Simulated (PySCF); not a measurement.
ClH2NSi, SMILES N[Si]Cl (connectivity only; charge and spin as stated), neutral, multiplicity 1. Atoms are numbered in the order given.

```xyz
5

Si     0.7403     0.5707     0.0000
Cl    -0.2083    -1.3288     0.0000
N     -0.6594     1.5469     0.0000
H     -1.6142     1.2157     0.0000
H     -0.5942     2.5547     0.0000
```
Charge 0, spin multiplicity 1.

The structure is a stationary point at B3LYP-D3(BJ)/def2-TZVP. One conformer was computed; it need not be the lowest.

All values below come from PySCF 2.14.0 with TDA-M06-2X/def2-SVPD.

Vertical excitations. The molecule is in vacuum. State labels are in the subgroup Cs.

```csv
state,symmetry,energy (eV),λ (nm),f,main pairs
S1,A",4.81,258,0.083,HOMO→LUMO 96 %
S2,A',6.24,199,0.035,"HOMO−1→LUMO 56 %, HOMO→LUMO+1 40 %"
S3,A",6.50,191,0.007,HOMO−2→LUMO 97 %
S4,A',6.78,183,0.472,"HOMO→LUMO+1 44 %, HOMO−1→LUMO 36 %, HOMO→LUMO+2 10 %"
S5,A',7.00,177,0.041,"HOMO→LUMO+2 64 %, HOMO−3→LUMO 17 %, HOMO→LUMO+1 10 %"
S6,A",7.36,169,0.025,HOMO−1→LUMO+1 87 %
S7,A',7.57,164,0.224,HOMO→LUMO+3 82 %
S8,A',7.61,163,0.127,"HOMO−3→LUMO 73 %, HOMO→LUMO+2 15 %"
S9,A",7.90,157,0.004,HOMO−1→LUMO+2 82 %
S10,A',8.19,151,0.040,"HOMO−2→LUMO+1 51 %, HOMO−2→LUMO+2 23 %, HOMO→LUMO+7 13 %"
T1,A",3.08,403,0,HOMO→LUMO 97 %
T2,A',5.04,246,0,"HOMO−1→LUMO 70 %, HOMO→LUMO+1 13 %"
T3,A',5.09,244,0,"HOMO→LUMO+1 53 %, HOMO→LUMO+2 20 %, HOMO−1→LUMO 18 %"
T4,A",6.35,195,0,HOMO−2→LUMO 97 %
```
Triplets are in the Tamm–Dancoff approximation.
